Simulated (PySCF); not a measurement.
Assigning NMR signals

Cartesian coordinates in Å; atom numbers follow the order of the lines, from 1:
```xyz
19

C    -3.4691    0.2635   -0.9401
C    -2.1979    0.0842   -0.6134
C    -0.9344    0.7798   -0.8736
C    -0.2089   -0.1164   -0.1431
C     1.2050   -0.2343    0.1688
O     1.6354   -1.1151    0.8978
Si    2.4096    1.0301   -0.6327
N     3.8659    0.7170    0.2029
C    -1.4219   -0.9107    0.1891
C    -1.6874   -2.0037    0.8788
H    -4.2362   -0.4132   -0.6051
H    -3.7821    1.0939   -1.5513
H    -0.6904    1.6675   -1.4268
H     2.4036    0.7900   -2.0840
H     1.9770    2.4016   -0.3575
H     4.7556    1.0739   -0.0985
H     3.9598   -0.1637    0.6845
H    -0.9031   -2.5482    1.3761
H    -2.6904   -2.3869    0.9660
```

Fast rotation and ring inversion assumed for equivalent nuclei, in vacuum, relativity neglected, a single conformation. σ from GIAO-PBE0/pcSseg-1; geometry: GFN2-xTB; PySCF 2.14.0 with density-fitted response routines.

Referencing at the same level of theory: TMS for 13C, 1H.

(1) Assign these signals to the numbered atoms. 13C{1H} NMR (computed): δ 231.4, 158.6, 157.2, 155.4, 149.8, 114.0, 107.3.

(2) Assign these signals to the numbered atoms. 1H NMR (400 MHz, computed): δ 7.52 (s, 1H), 5.83 (br s, 1H), 5.67 (m, 1H), 5.63 (m, 1H), 5.37 (br s, 1H), 5.35 (s, 2H), 0.47 (br s, 2H).

## Answers

(1) 
```tsv
δ (ppm)	atoms	environment	reason
231.4	C5	carbonyl carbon	–
158.6	C3	β carbon of a C=C–C=O unit	conjugation with the carbonyl draws π density from the β position
157.2	C4	α carbon of a C=C–C=O unit	an sp2 carbon of a C=C bond
155.4	C2	fully substituted alkene carbon	as expected for a trigonal carbon in a double bond
149.8	C9	fully substituted alkene carbon	–
114.0	C1	terminal =CH2 carbon	an sp2 carbon of a C=C bond
107.3	C10	terminal =CH2 carbon	–
```

C3 and C4; C4 and C2 lie closer than the usual error of such a calculation, so a measured spectrum could show them in the other order.

(2) 
| δ (ppm) | atoms | environment | reason |
| --- | --- | --- | --- |
| 7.52 | H13 | hydrogen on a β carbon of a C=C–C=O unit | attached to an sp2 carbon and in the plane of the double bond |
| 5.83 | H18 | hydrogen on a terminal =CH2 carbon | olefinic region |
| 5.67 | H12 | hydrogen on a terminal =CH2 carbon | – |
| 5.63 | H11 | hydrogen on a terminal =CH2 carbon | – |
| 5.37 | H19 | hydrogen on a terminal =CH2 carbon | – |
| 5.35 | H14/H15 | hydrogen on a silicon bonded to C, N | – |
| 0.47 | H16/H17 | hydrogen on a nitrogen bonded to Si | labile proton, position sensitive to the medium |

H12 and H11; H19 and H14/H15 lie closer than the usual error of such a calculation, so a measured spectrum could show them in the other order.

OH and NH positions are those of a molecule without intermolecular hydrogen bonds; in solution they move with solvent, concentration and temperature, and exchange usually removes their couplings. Shifts are as computed. Against solution values, carbons near 30 ppm lie about +3 ppm off and those near 130 ppm about +5 ppm. Of 1211 compounds with measured shifts, 218 miss one by over three times the rms of a fit or turn the order of signals round; such compounds aren't used in these exercises. Multiplicities follow the n + 1 count of equivalent neighbours, as no J values were calculated; m marks all less simple cases, F and P coupling included.
